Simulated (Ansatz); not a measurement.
`C=C[CH2][GaH][Cl]` → `C=[CH][GaH][Cl]` + `[CH2]` (triplet) at 600 K and 1 bar (formal loss of a carbene).

Program: Ansatz. Geometries: PBE0-D4/def2-TZVP. ΔE: electronic, gas phase. CCSD(T)/CBS adds triple-zeta CCSD(T) − MP2 to the extrapolated MP2 energy (def2 sets, frozen cores). This one scheme is used for every species. Triplets are unrestricted, without spin–orbit coupling. For Ga outer-core shells are correlated without core-valence functions, which leaves a few kJ/mol of doubt a bond. Scalar relativity is left out up to krypton. One conformer a species, not always the lowest.

```json
{"species": "`C=C[CH2][GaH][Cl]`", "CCSD(T)/CBS energy (Eh)": "-2501.51881", "H − E (kJ/mol)": "268.6", "S (J/(mol·K))": "468.4"}
{"species": "`C=[CH][GaH][Cl]`", "CCSD(T)/CBS energy (Eh)": "-2462.25636", "H − E (kJ/mol)": "181.8", "S (J/(mol·K))": "408.2"}
{"species": "`[CH2]` (triplet)", "CCSD(T)/CBS energy (Eh)": "-39.09499", "H − E (kJ/mol)": "66.5", "S (J/(mol·K))": "220.8"}
```

H − E and S are ideal-gas, rigid-rotor, harmonic terms from PBE0-D4/def2-TZVP, for one conformer and one mirror image of each species, with the whole ground term of open shells counted as degenerate. 1 Eh = 2625.50 kJ/mol, R = 8.31446 J/(mol·K).

By hand: ΔE, ΔH, ΔS and ΔG.

ΔE = (-2462.25636) + (-39.09499) − (-2501.51881) = 0.16746 Eh = 439.7 kJ/mol. Δ(H − E) = 181.8 + 66.5 − 268.6 = -20.3, so ΔH = 419.4 kJ/mol. ΔS = 408.2 + 220.8 − 468.4 = 160.6 J/(mol·K). ΔG = 419.4 − 600 × (160.6)/1000 = 323.0 kJ/mol.

By hand: the equilibrium constant, and the temperature at which ΔG would vanish if ΔH and ΔS stayed fixed.

log₁₀ K = −ΔG/(RT ln 10) = -28.1. ΔG = 0 at ΔH/ΔS = 2611 K, far beyond where these terms or the molecules hold.

The number of gas molecules changes by +1, which sets the sign of ΔS. A doubt of 5 kJ/mol in ΔE shifts log₁₀ K by 0.4 here. Other conformers and mirror images would add mixing entropy, several J/(mol·K) or more a flexible species. Modes under 60 cm⁻¹, often nearly free rotors, make the harmonic entropy too high. A triplet takes part, so the spin changes. These are equilibria of isolated gas molecules and say nothing of rates. Largest T1 diagnostic: 0.012 (customary marks: 0.02 for closed shells, 0.045 for open ones).
